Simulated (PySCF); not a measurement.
Isomers of C2H6GeO2. Method used: PBE0-D3(BJ)/def2-SVP geometry optimisation, gas phase in PySCF 2.14.0. One conformer each; no zero-point energy, no entropy. No frequencies were run at this level. Point groups hold within 0.08 Å.

Task: Order them by energy at this level, lowest first, and give relative energies in kcal/mol.
A. `[CH3:1][O:2][C:3](=[O:4])[GeH3:5]` with C1–O2–C3–O4 0°
B. `[CH2:1]1[CH2:2][O:3][GeH2:4][O:5]1` with O5–C1–C2–O3 -40°, C1–C2–O3–Ge4 30°, C2–O3–Ge4–O5 -12°, O3–Ge4–O5–C1 -12°

Result: B (0.0), A (15.1).

As drawn, the higher has a C=O bond and a C(=O)–O unit, which the lower lacks.

| SMILES | E (Eh) | E rel (kcal/mol) | dipole (D) | point group | A, B, C (MHz) |
| --- | --- | --- | --- | --- | --- |
| C1C[O][GeH2][O]1 | -2306.34121 | 0.0 | 0.04 | C2 | 6314, 3273, 2321 |
| CO[C](=O)[GeH3] | -2306.31710 | 15.1 | 1.67 | – | 8506, 1586, 1372 |

Task: How do the relative energies change in single points at CAM-B3LYP/def2-SVPD (no added dispersion term) on the same geometries?

Result: 
```
          SMILES  PBE0-D3(BJ)/def2-SVP (kcal/mol)  CAM-B3LYP/def2-SVPD (kcal/mol)  shift
C1C[O][GeH2][O]1                              0.0                             0.0    0.0
 CO[C](=O)[GeH3]                             15.1                            16.3   +1.2
```

Each column counts from its own lowest isomer. The order is unchanged; the largest shift is 1.2 kcal/mol.
